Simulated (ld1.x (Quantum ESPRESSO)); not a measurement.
## Before and after: TM potential for boron

ld1.x (Quantum ESPRESSO) 7.5 input, shortened:

```
&input
   title='B', zed=5., rel=1, dft='PBE', iswitch=3,
   config='[He] 2s2 2p1'
 /
 &inputp
   pseudotype=2, tm=.true., lloc=-2, rcloc=2.15,
   nlcc=.false.
 /
2
2S  1  0   2.00   0.00  1.10  1.10  0.0
2P  2  1   1.00   0.00  3.35  3.35  0.0
 &test
   configts(1)='2s2 2p1'
 /
```

All-electron outer shells of the reference configuration (PBE, scalar-relativistic, ld1.x):

| shell | level (eV) | outermost node (bohr) | outermost maximum (bohr) |
| --- | --- | --- | --- |
| 1s | -180.59 | – | 0.21 |
| 2s | -9.44 | 0.46 | 1.52 |
| 2p | -3.61 | – | 1.57 |

Change: all radii scaled by about 0.80 (s 0.88, p 2.68 bohr); local potential all-electron potential smoothed inside 1.72 bohr (lloc = -2).

Cutoffs: the cutoffs (Ry, on a coarse ladder) from which the occupation-weighted sum of valence levels, in a spherical-Bessel basis at the reference potential, stays within 10 and 1 mRy of its value at 400 Ry; they do not see the model core or the augmentation charge, which bear on the density cutoff. Errors are all-electron minus pseudo energies relative to the spin-unpolarised reference configuration.

How do hardness, ghosts and transferability respond?

The potential gets harder (25 Ry and 70 Ry → 90 Ry and 180 Ry); the bound ghost in s disappears; of the 7 tests that both files solve, the error grows in 1 and shrinks in 4 by more than 15 % and 0.3 meV (median size 78.3 → 26.9 meV). A smaller radius makes the pseudo-wave follow the all-electron one further in, where it bends more sharply, so more plane waves are needed.

```tsv
quantity	base	changed
cutoff, loose	25 Ry	90 Ry
cutoff, tight	70 Ry	180 Ry
loose cutoff by channel (10 mRy a level)	s 18 Ry, p 10 Ry	s 80 Ry, p 12 Ry
bound ghosts	s	none
error for 2s2 2p0, meV [ΔE 8.22 eV]	+78	+66
error for 2s1 2p0, meV [ΔE 33.64 eV]	+245	+205
error for 2s2 2p0.5, meV [ΔE 2.89 eV]	+9.5	+8.8
error for 2s2 2p1.3, meV [ΔE -0.74 eV]	+0.4	+0.8
error for 2s1 2p2, meV [ΔE 5.85 eV]	-20	+8.7
error for 2s1 2p1, meV [ΔE 14.36 eV]	-90	-27
error for 2s0 2p3, meV [ΔE 11.72 eV]	-80	+69
```

 A true bound ghost makes a file unfit for plane-wave use even where its test errors are small: the radial tests pick states by their node count and pass the ghost by.
